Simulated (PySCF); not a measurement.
**How methods differ on the ionisation energy of Pr⁴³⁺**

Pr⁴³⁺ [Ne] 3s2 3p4 [3p1/2^2 3p3/2^2, M_J = 2] → Pr⁴⁴⁺ [Ne] 3s2 3p3 [3p1/2^2 3p3/2^1, M_J = 3/2], as a difference of total energies. Computed with PySCF 2.14 in an even-tempered Gaussian basis (18 s from 9.8 bohr⁻², ratio 2.4; 14 p from 13 bohr⁻², ratio 2.4; 4 d from 47 bohr⁻², ratio 2.6; 4 f from 70 bohr⁻², ratio 2.6), with the two-component X2C-1e Hamiltonian. Correlated levels: 1s2 frozen; the 54 highest virtual spinors dropped. "Screened" scales the spin-orbit matrix elements by Boettger's factors to mimic the two-electron term; Breit and QED terms are absent.

```json
{"method": "GHF (spin-free)", "ionisation energy (eV)": "3443.8"}
{"method": "GMP2 (spin-free)", "ionisation energy (eV)": "3445.1"}
{"method": "GHF (screened spin-orbit)", "ionisation energy (eV)": "3420.9"}
{"method": "GMP2 (screened spin-orbit)", "ionisation energy (eV)": "3421.1"}
```

Breit and QED terms and the two-electron picture change are absent.

The spin-free rows relax to the high-spin LS determinant and lack the spin-orbit shift.

The labels give the starting determinants; with spin-orbit coupling the two ends relaxed to ⟨J²⟩ = 6.00, ⟨L²⟩ = 3.18, ⟨S²⟩ = 1.43 and ⟨J²⟩ = 3.75, ⟨L²⟩ = 2.42, ⟨S²⟩ = 1.56.

For comparison: 3419 ± 4 eV (theoretical estimate listed by NIST; NIST Atomic Spectra Database, ionization energies).
